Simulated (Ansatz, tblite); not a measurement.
Removing an electron: PPSbSb tetrahedron (Sb₂P₂). The state is a singlet with charge 0. Geometry: r2SCAN-D4/def2-SVP. Ansatz, gas phase; energy differences of separate SCF runs; the oxidised species was run as a doublet alone.

Cartesian coordinates in Å:
```
P -0.429 0.161 1.366
P 0.232 -1.420 -0.074
Sb -1.234 0.432 -1.040
Sb 1.430 0.826 -0.251
```

In the def2 sets Sb takes a core potential; there is no spin–orbit coupling. The xTB rows come from tblite.

(1) Estimate orbital energies and vertical ionisation energies at: GFN1-xTB; GFN2-xTB; PBE-D4/def2-TZVP; r2SCAN-D4/def2-TZVP; PBE0-D4/def2-TZVP.

## Answers

(1) 
```csv
level,−HOMO (eV),vertical IE (eV),−LUMO (eV),HOMO–LUMO gap (eV)
GFN1-xTB,9.20,12.90,6.30,2.90
GFN2-xTB,9.77,12.23,7.50,2.26
PBE-D4/def2-TZVP,5.74,8.29,2.29,3.45
r2SCAN-D4/def2-TZVP,5.98,8.40,2.21,3.77
PBE0-D4/def2-TZVP,6.63,8.39,1.68,4.95
```

 Raw xTB energy differences between charge states are shifted by several eV; the methods need an empirical correction for them.
